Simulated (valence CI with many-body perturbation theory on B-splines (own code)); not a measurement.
Results of a calculation; reference values are marked as such.
From CI to CI+MBPT in As+

Method: relativistic CI+MBPT: four valence electrons over a frozen Dirac-Fock core [Ar] 3d10, a basis of 11 s, 11 p, 9 d, 7 f, 5 g, 2 h, 1 i functions for each j, with the one-electron correlation potential Σ1 (screened to all orders), the two-electron term Σ2, the three-electron term Σ3, Breit, model QED; selected single and double excitations, second order for the rest, scaled by the run's own slope (own B-spline code, finite nucleus).

Set against measurement, 16 paired levels are off by 197 cm⁻¹ on average, the worst by 355. These come from a selection out of the NIST Handbook of Basic Atomic Spectroscopic Data. Levels without a partner in it may be off by more. Among the levels kept, up to 510 cm⁻¹ of a level comes from second order outside the variational space, and about a tenth of that is noise between levels of different J, which matters for small intervals.

Each rung adds one term. CI alone is the Dirac-Coulomb CI over the frozen core; QED comes last and gives the full result, which names the levels. Energies are above 4s2.4p2 3P_0 on the same rung, in cm⁻¹. A blank means that the level has no clear partner on that rung.

Names give the largest LS component (configuration and term), which can be under half, so a name can repeat, a term be missing and a line seem to break the LS rules; names also repeat where a configuration has a term twice.

| Level | CI alone |
| --- | --- |
| 4s2.4p2 3P_1 | 989 |
| 4s2.4p2 3P_2 | 2391 |
| 4s2.4p2 1D_2 | 9957 |
| 4s2.4p2 1S_0 | 22321 |
| 4s.4p3 5S°_2 | 51173 |
| 4s.4p3 3D°_1 | 70389 |
| 4s.4p3 3D°_2 | 70507 |
| 4s.4p3 3D°_3 | 70869 |
| 4s2.4p.5s 3P°_0 | 77180 |
| 4s2.4p.5s 3P°_1 | 77586 |
| 4s2.4p.5s 3P°_2 | 79795 |
| 4s2.4p.5s 1P°_1 | 81195 |
| 4s2.4p.4d 1D°_2 | 80127 |
| 4s.4p3 3P°_1 | 81412 |
| 4s.4p3 3P°_0 | 81393 |
| 4s.4p3 3P°_2 | 81902 |

What do these energies become with core correlation, Breit and QED?

4s2.4p2 3P_1 1062 (+73); 4s2.4p2 3P_2 2534 (+143); 4s2.4p2 1D_2 10066 (+108); 4s2.4p2 1S_0 22537 (+217); 4s.4p3 5S°_2 54579 (+3406); 4s.4p3 3D°_1 73417 (+3028); 4s.4p3 3D°_2 73531 (+3024); 4s.4p3 3D°_3 73910 (+3041); 4s2.4p.5s 3P°_0 78635 (+1456); 4s2.4p.5s 3P°_1 79034 (+1448); 4s2.4p.5s 3P°_2 81403 (+1608); 4s2.4p.5s 1P°_1 82709 (+1513); 4s2.4p.4d 1D°_2 82750 (+2623); 4s.4p3 3P°_1 84288 (+2875); 4s.4p3 3P°_0 84296 (+2903); 4s.4p3 3P°_2 84751 (+2848).

How does the ionisation energy move along the ladder, and which term matters most?

CI alone 18.311, + Σ1 18.731, + Σ2 18.562, + Σ3 18.559, + Breit 18.552, + QED 18.555 eV. The largest step is Σ1, 0.420 eV. NIST lists 18.5892 eV (measured).
